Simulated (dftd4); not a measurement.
C$_{3}$H$_{7}$O (SMILES [CH2]COC), doublet, at a GFN2-xTB geometry; D4 for pbe (dftd4 4.2.0).

Input for dftd4:
```
$ dftd4 mol.xyz --func pbe --charge 0 --json dftd4.json --noedisp --grad

# file mol.xyz
11

O     -0.04888471    -0.67223206     0.06807397
C     -0.05570954     0.72754744    -0.05659302
C      1.22552848    -1.23619647    -0.08169678
C     -1.41454210     1.25589409     0.10965413
H      0.63394195     1.17647237     0.69219054
H      0.36058092     1.02033849    -1.04593889
H      1.10629343    -2.31142651     0.03364220
H      1.64551219    -1.02047035    -1.07312140
H      1.92143774    -0.86287170     0.68131421
H     -2.22288454     0.58182199     0.29733567
H     -1.58546504     2.31052188     0.04179988
```

Output, abridged:

```
                    ____  _____ _____     ____  _  _
      -------------|  _ \|  ___|_   _|---|  _ \| || |------------
     |             | | | | |_    | | ___ | | | | || |_           |
     |             | |_| |  _|   | ||___|| |_| |__   _|          |
     |             |____/|_|     |_|     |____/   |_|            |
     |             ===================================           |
     |            E. Caldeweyher, S. Ehlert & S. Grimme          |
     |          Mulliken Center for Theoretical Chemistry        |
     |                    University of Bonn                     |
      -----------------------------------------------------------

Rational (Becke-Johnson) damping: pbe-D4-ATM
---------------------
  s6         1.0000
  s8         0.9595
  s9         1.0000
  a1         0.3857
  a2         4.8069
 alp        16.0000
--------------------

Dispersion energy:      -5.5823595997245E-03 Eh

Gradient norm:           4.0959138521355E-04 Eh/a0
--------------------------------------------------
     #    Z           dE/dx      dE/dy      dE/dz
--------------------------------------------------
     1    8 O     2.780E-05 -7.682E-05  2.528E-06
     2    6 C     1.756E-05  1.034E-04 -1.205E-05
     3    6 C     1.995E-04 -1.527E-04 -1.766E-05
     4    6 C    -1.951E-04  1.763E-04  1.484E-05
     5    1 H    -1.904E-05  1.831E-05  1.225E-05
     6    1 H    -2.236E-05  1.641E-05 -8.861E-06
     7    1 H     2.003E-05 -4.611E-05  9.924E-07
     8    1 H     2.857E-05 -5.105E-05 -6.663E-06
     9    1 H     3.063E-05 -4.988E-05  6.418E-06
    10    1 H    -4.751E-05  2.302E-05  5.404E-06
    11    1 H    -4.016E-05  3.914E-05  2.801E-06
--------------------------------------------------

Virial:
--------------------------------------------------
      component           x          y          z
--------------------------------------------------
          x       1.503E-03 -1.446E-03 -9.734E-05
          y      -1.446E-03  1.665E-03  8.309E-05
          z      -9.734E-05  8.309E-05  6.605E-05
--------------------------------------------------

[Info] Dispersion results written to 'dftd4.txt'
[Info] JSON dump of results written to 'dftd4.json'
```
